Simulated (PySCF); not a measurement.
**5,5-dimethylhexan-1-ol (CC(C)(C)CCCCO, C8H18O)**

Cartesian coordinates in Å; atom numbers follow the order of the lines, from 1:
```xyz
27

C    -2.059    1.233   -1.101
C    -1.943    0.305    0.111
C    -2.250   -1.133   -0.314
C    -2.961    0.739    1.168
C    -0.539    0.401    0.738
C     0.642    0.020   -0.144
C     1.979    0.146    0.572
C     3.168   -0.231   -0.294
O     4.401   -0.050    0.348
H    -1.811    2.272   -0.831
H    -3.086    1.227   -1.499
H    -1.389    0.927   -1.919
H    -2.145   -1.829    0.534
H    -1.581   -1.476   -1.118
H    -3.283   -1.216   -0.689
H    -2.911    0.091    2.057
H    -3.988    0.691    0.773
H    -2.775    1.774    1.497
H    -0.392    1.435    1.098
H    -0.524   -0.233    1.644
H     0.523   -1.016   -0.507
H     0.659    0.656   -1.046
H     2.125    1.179    0.932
H     1.974   -0.494    1.475
H     3.191    0.410   -1.191
H     3.044   -1.272   -0.661
H     4.406   -0.602    1.137
```

Computed, not measured: quadratic response CAM-B3LYP/def2-SVPD first hyperpolarisability, Taylor convention, gas phase in PySCF. Geometry: PBE0-D3(BJ)/def2-SVP.

Problem. Give the tensor of the second harmonic β(−2ω;ω,ω) at 1907 nm in the axes of these coordinates.

Solution. In au, Taylor convention; rows are the first index (the induced dipole):
|  | xx | yy | zz | xy | xz | yz |
| --- | --- | --- | --- | --- | --- | --- |
| x | +76.3 | +8.1 | +7.7 | +11.9 | +20.5 | +0.7 |
| y | +11.8 | -14.9 | +12.7 | +8.1 | +0.7 | -15.8 |
| z | +20.5 | -15.7 | -25.2 | +0.7 | +7.7 | +12.7 |

Norm of βᵢ = ⅓ Σⱼ (βᵢⱼⱼ + βⱼᵢⱼ + βⱼⱼᵢ): 94.9 au, hyper-Rayleigh value 40.4 au.
